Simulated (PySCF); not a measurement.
# Electron correlation in Kr (krypton, neutral)

[Kr], closed-shell 1S. All numbers are calculated (PySCF 2.14, a scalar-relativistic core potential, in aug-cc-pVDZ-PP with ECP10MDF (5s4p3d, 32 functions)). Frozen: 3s2 3p6 3d10; 8 electrons correlated.

MP2 pair energies summed by pair of shells (mhartree):

| pair | energy | share (%) |
| --- | --- | --- |
| 4p-4p | -102.68 | 81.1 |
| 4s-4p | -18.82 | 14.9 |
| 4s-4s | -5.15 | 4.1 |

Total MP2 correlation energy: -126.64 mhartree.

Same-spin part -35.01 and opposite-spin part -91.63 mhartree; SCS-MP2 scales them by 1/3 and 6/5 to -121.63 mhartree.

```csv
level,correlation energy (mhartree)
CCSD,-136.97
(T),-2.01
CCSD(T),-138.98
```

Diagnostics: T1 = 0.0046, D1 = 0.0071, largest double amplitude 0.036.

Cost of the coupled-cluster step: 0.07 s of wall time on 1 thread of Neoverse-V2 (shared host), for 8 correlated electrons.

Iterations:

```
CC2 = 0
CCSD nocc = 4, nmo = 23
frozen orbitals [0, 1, 2, 3, 4, 5, 6, 7, 8]
max_cycle = 100
direct = 0
conv_tol = 1e-08
conv_tol_normt = 1e-06
diis_space = 8
diis_start_cycle = 0
Init t2, MP2 energy = -462.306949375603  E_corr(MP2) -0.126639776461948
Init E_corr(CCSD) = -0.126639776462366
cycle = 1  E_corr(CCSD) = -0.13524186417201  dE = -0.00860208771  norm(t1,t2) = 0.0195754
cycle = 2  E_corr(CCSD) = -0.136539121812215  dE = -0.00129725764  norm(t1,t2) = 0.00505632
cycle = 3  E_corr(CCSD) = -0.136962016158817  dE = -0.000422894347  norm(t1,t2) = 0.0016921
cycle = 4  E_corr(CCSD) = -0.136971707966201  dE = -9.69180738e-06  norm(t1,t2) = 0.000154864
cycle = 5  E_corr(CCSD) = -0.136967018094223  dE = 4.68987198e-06  norm(t1,t2) = 4.88811e-05
cycle = 6  E_corr(CCSD) = -0.136966861410628  dE = 1.56683595e-07  norm(t1,t2) = 6.71016e-06
cycle = 7  E_corr(CCSD) = -0.136966901709071  dE = -4.02984425e-08  norm(t1,t2) = 1.46159e-06
cycle = 8  E_corr(CCSD) = -0.136966894668106  dE = 7.04096492e-09  norm(t1,t2) = 2.4174e-07
CCSD converged
E(CCSD) = -462.3172764938092  E_corr = -0.1369668946681056
CCSD(T) correction = -0.00201397007826533
```
